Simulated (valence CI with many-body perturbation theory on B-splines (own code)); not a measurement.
E1 transitions of K V

Calculated by configuration interaction combined with many-body perturbation theory (CI+MBPT): five valence electrons over a frozen Dirac-Fock core [Ne], radial functions for each j: 11 s, 11 p, 10 d, 8 f, 5 g, 2 h, with the one-electron correlation potential Σ1, the two-electron term Σ2, the three-electron term Σ3, Breit, model QED; selected CI, second order for the rest, scaled by the run's own slope (own B-spline code, finite nucleus).

Set against measurement, 33 paired levels are off by 288 cm⁻¹ on average, the worst by 1156. These come from a selection out of Sansonetti, J. Phys. Chem. Ref. Data 37, 7 (2008). Levels without a partner in it may be off by more. Among the levels kept, up to 3400 cm⁻¹ of a level comes from second order outside the variational space, and about a tenth of that is noise between levels of different J, which matters for small intervals. 5 measured levels below the end of the list, from 206720 cm⁻¹ on, found no clear computed partner, and computed levels of the same name lie up to 6871 cm⁻¹ from them.

Lines 51 to 100 of 580 in falling wavelength, among levels below 58.233 eV, chosen from the strongest by gf and those to the six lowest levels. Wavelengths and rates use the calculated energies, so an error of 300 cm⁻¹ moves a line at 1954 Å by 0.59 % and its rate by three times that or more. Electric multipoles are in the length gauge, E1 and E2 with the static RPA response of the core. Weak lines are less certain than strong ones. Lines between different terms over intervals too small for the method are left out, as are lines whose strength nearly cancels. Where a level lies close to another of its J and parity, the split of strength between their lines is uncertain. The highest levels of a list are the least certain.

Names give the largest LS component (configuration and term), which can be under half, so a name can repeat, a term be missing and a line seem to break the LS rules; names also repeat where a configuration has a term twice. Letters in brackets count levels of one name in rising energy.

| λ vac (Å) | Upper | Lower | A (s⁻¹) | S (a.u.) |
| --- | --- | --- | --- | --- |
| 1954 | 3s2.3p2.4d 2D_5/2 [b] | 3s2.3p2.4p 2P°_3/2 [c] | 1.62e+08 | 3.57e+00 |
| 1949 | 3s2.3p2.4d 2D_3/2 [b] | 3s.3p3.3d 2P°_1/2 [a] | 1.10e+08 | 1.60e+00 |
| 1934 | 3s2.3p2.4p 2P°_1/2 [b] | 3s2.3p2.4s 2D_3/2 | 2.18e+08 | 1.56e+00 |
| 1912 | 3s2.3p2.4p 2P°_3/2 [b] | 3s2.3p2.4s 2D_3/2 | 7.01e+07 | 9.67e-01 |
| 1910 | 3s2.3p2.4p 2P°_3/2 [b] | 3s2.3p2.4s 2D_5/2 | 1.53e+08 | 2.11e+00 |
| 1898 | 3s2.3p2.4d 2D_3/2 [a] | 3s2.3p2.4p 2D°_3/2 [b] | 5.39e+07 | 7.27e-01 |
| 1891 | 3s2.3p2.4d 2D_5/2 [a] | 3s2.3p2.4p 2D°_3/2 [b] | 3.05e+07 | 6.10e-01 |
| 1888 | 3s2.3p2.4d 2D_5/2 [a] | 3s2.3p2.4p 2D°_5/2 [b] | 8.78e+07 | 1.75e+00 |
| 1809 | 3s2.3p2.4d 2P_3/2 | 3s2.3p2.4p 2P°_3/2 [a] | 2.76e+08 | 3.22e+00 |
| 1804 | 3s2.3p2.4d 2P_3/2 | 3s2.3p2.4p 2P°_1/2 [a] | 7.81e+07 | 9.05e-01 |
| 1787 | 3s2.3p2.4d 2G_9/2 | 3s.3p3.3d 2F°_7/2 [b] | 3.01e+07 | 8.46e-01 |
| 1782 | 3s2.3p2.4d 4D_7/2 | 3s.3p3.3d 4P°_5/2 [b] | 3.69e+07 | 8.25e-01 |
| 1774 | 3s2.3p2.4d 2G_7/2 | 3s.3p3.3d 2F°_5/2 [b] | 3.19e+07 | 7.04e-01 |
| 1774 | 3s2.3p2.4d 2P_1/2 | 3s2.3p2.4p 2P°_3/2 [a] | 1.10e+08 | 6.06e-01 |
| 1772 | 3s2.3p2.4d 4D_5/2 | 3s.3p3.3d 4P°_5/2 [b] | 3.36e+07 | 5.53e-01 |
| 1769 | 3s2.3p2.4d 2P_1/2 | 3s2.3p2.4p 2P°_1/2 [a] | 2.47e+08 | 1.35e+00 |
| 1756 | 3s.3p3.3d 4P°_5/2 [b] | 3s2.3p2.4s 4P_5/2 | 4.73e+07 | 7.58e-01 |
| 1739 | 3s2.3p2.4d 2F_7/2 [a] | 3s.3p3.3d 4P°_5/2 [b] | 3.37e+07 | 6.99e-01 |
| 1718 | 3s2.3p2.4d 2D_5/2 [b] | 3s2.3p2.4p 2P°_3/2 [b] | 2.70e+08 | 4.05e+00 |
| 1710 | 3s2.3p2.4d 2D_3/2 [b] | 3s2.3p2.4p 2P°_1/2 [b] | 1.90e+08 | 1.88e+00 |
| 1698 | 3s.3p3.3d 2P°_1/2 [a] | 3s2.3p2.4s 2D_3/2 | 2.76e+08 | 1.34e+00 |
| 1685 | 3s2.3p2.4p 2P°_3/2 [c] | 3s2.3p2.4s 2D_3/2 | 5.85e+07 | 5.53e-01 |
| 1684 | 3s2.3p2.4p 2P°_3/2 [c] | 3s2.3p2.4s 2D_5/2 | 2.53e+08 | 2.39e+00 |
| 1670 | 3s2.3p2.4p 2D°_5/2 [b] | 3s2.3p2.4s 2P_3/2 | 1.83e+08 | 2.52e+00 |
| 1666 | 3s2.3p2.4d 2F_7/2 [b] | 3s2.3p2.4p 2D°_5/2 [b] | 7.62e+08 | 1.39e+01 |
| 1658 | 3s2.3p2.4d 2F_5/2 [b] | 3s2.3p2.4p 2D°_3/2 [b] | 6.60e+08 | 8.91e+00 |
| 1656 | 3s2.3p2.4d 2F_5/2 [b] | 3s2.3p2.4p 2D°_5/2 [b] | 1.86e+08 | 2.50e+00 |
| 1648 | 3s2.3p2.4d 4P_5/2 | 3s2.3p2.4p 4S°_3/2 | 3.40e+08 | 4.51e+00 |
| 1625 | 3s2.3p2.4d 4P_3/2 | 3s2.3p2.4p 4S°_3/2 | 5.37e+08 | 4.55e+00 |
| 1618 | 3s2.3p2.4p 2D°_3/2 [b] | 3s2.3p2.4s 2P_1/2 | 1.41e+08 | 1.18e+00 |
| 1618 | 3s2.3p2.4d 2D_3/2 [b] | 3s2.3p2.4p 2D°_3/2 [b] | 4.81e+08 | 4.02e+00 |
| 1616 | 3s2.3p2.4d 4F_7/2 | 3s2.3p2.4p 4D°_7/2 | 6.25e+07 | 1.04e+00 |
| 1615 | 3s2.3p2.4d 2D_3/2 [b] | 3s2.3p2.4p 2D°_5/2 [b] | 6.52e+07 | 5.42e-01 |
| 1608 | 3s2.3p2.4d 4P_1/2 | 3s2.3p2.4p 4S°_3/2 | 7.53e+08 | 3.09e+00 |
| 1607 | 3s2.3p2.4d 2D_5/2 [b] | 3s2.3p2.4p 2D°_5/2 [b] | 3.19e+08 | 3.92e+00 |
| 1604 | 3s2.3p2.4d 4F_5/2 | 3s2.3p2.4p 4D°_5/2 | 9.84e+07 | 1.20e+00 |
| 1603 | 3s2.3p2.4d 4P_5/2 | 3s2.3p2.4p 2D°_3/2 [a] | 1.87e+08 | 2.29e+00 |
| 1599 | 3s2.3p2.4d 2F_5/2 [b] | 3s.3p3.3d 2D°_3/2 [b] | 4.65e+07 | 5.63e-01 |
| 1598 | 3s2.3p2.4d 4P_5/2 | 3s2.3p2.4p 4P°_5/2 | 6.25e+07 | 7.55e-01 |
| 1596 | 3s2.3p2.4d 4P_5/2 | 3s.3p3.3d 4F°_5/2 [b] | 5.91e+07 | 7.12e-01 |
| 1593 | 3s2.3p2.4d 4F_3/2 | 3s2.3p2.4p 4D°_3/2 | 1.59e+08 | 1.27e+00 |
| 1588 | 3s2.3p2.4d 4F_9/2 | 3s2.3p2.4p 4D°_7/2 | 7.67e+08 | 1.52e+01 |
| 1587 | 3s2.3p2.4d 2F_7/2 [b] | 3s2.3p2.4p 2F°_7/2 | 3.72e+08 | 5.87e+00 |
| 1583 | 3s2.3p2.4d 4F_7/2 | 3s2.3p2.4p 4D°_5/2 | 6.87e+08 | 1.08e+01 |
| 1582 | 3s2.3p2.4d 4P_5/2 | 3s2.3p2.4p 4P°_3/2 | 3.83e+08 | 4.49e+00 |
| 1581 | 3s2.3p2.4d 4F_5/2 | 3s2.3p2.4p 4D°_3/2 | 6.17e+08 | 7.22e+00 |
| 1578 | 3s2.3p2.4d 4F_3/2 | 3s2.3p2.4p 4D°_1/2 [b] | 5.57e+08 | 4.32e+00 |
| 1577 | 3s2.3p2.4d 4P_5/2 | 3s2.3p2.4p 4D°_5/2 | 8.36e+07 | 9.71e-01 |
| 1576 | 3s2.3p2.4d 4P_3/2 | 3s2.3p2.4p 4P°_5/2 | 8.79e+07 | 6.79e-01 |
| 1575 | 3s2.3p2.4d 2G_7/2 | 3s2.3p2.4p 2D°_5/2 [b] | 4.02e+07 | 6.20e-01 |
